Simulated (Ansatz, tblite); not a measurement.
Spin states of the cluster Al₂Sb₂ (the lowest singlet isomer of a short search), each relaxed with r2SCAN-D4/def2-SVP in Ansatz. Electronic energies in the gas phase.

In the def2 sets Sb takes a core potential; there is no spin–orbit coupling. The xTB rows come from tblite. The structure comes from a short search, and lower isomers may exist.

Singlet geometry (D2h within 0.1 Å):

```xyz
4

Al    1.558    1.980    0.213
Al   -1.559   -1.980   -0.213
Sb   -0.965    0.808   -0.452
Sb    0.965   -0.809    0.452
```

Triplet geometry (C2v within 0.1 Å):

| atom | x (Å) | y (Å) | z (Å) |
| --- | --- | --- | --- |
| Al1 | 1.7208 | 0.2628 | -1.3480 |
| Al2 | -1.3212 | -0.3265 | 1.7307 |
| Sb3 | -0.2174 | 1.4708 | 0.0668 |
| Sb4 | -0.1823 | -1.4071 | -0.4494 |

Quintet geometry:

| atom | x (Å) | y (Å) | z (Å) |
| --- | --- | --- | --- |
| Al1 | -0.561 | -1.557 | -0.607 |
| Al2 | 0.549 | 1.582 | 0.549 |
| Sb3 | -1.843 | 0.434 | 0.593 |
| Sb4 | 1.854 | -0.459 | -0.535 |

⟨S²⟩: triplet 2.04 at PBE0-D4/def2-TZVP (pure 2.00), quintet 6.04 at PBE0-D4/def2-TZVP (pure 6.00).

Run but left out: HF/STO-3G (singlet: restricted singlet, unstable in another Hartree–Fock run and untested here).

Only these spin states were relaxed. The quintet has other bonds than the singlet, so the gap mixes isomer and spin.

```
                level  triplet − singlet (kJ/mol)  quintet − singlet (kJ/mol)  lowest of these
             GFN2-xTB                        47.1                       117.3          singlet
LDA (SPW92)/def2-TZVP                        17.1                       159.7          singlet
     PBE-D4/def2-TZVP                        14.4                       134.1          singlet
   BHLYP-D4/def2-TZVP                        23.1                       123.5          singlet
```

Estimate the rows for GFN1-xTB, r2SCAN-D4/def2-TZVP, PBE0-D4/def2-TZVP.


| level | triplet − singlet (kJ/mol) | quintet − singlet (kJ/mol) | lowest of these |
| --- | --- | --- | --- |
| GFN1-xTB | 50.5 | 278.8 | singlet |
| r2SCAN-D4/def2-TZVP | -6.4 | 93.3 | triplet |
| PBE0-D4/def2-TZVP | 12.1 | 120.5 | singlet |

The xTB methods have no spin-polarisation term.
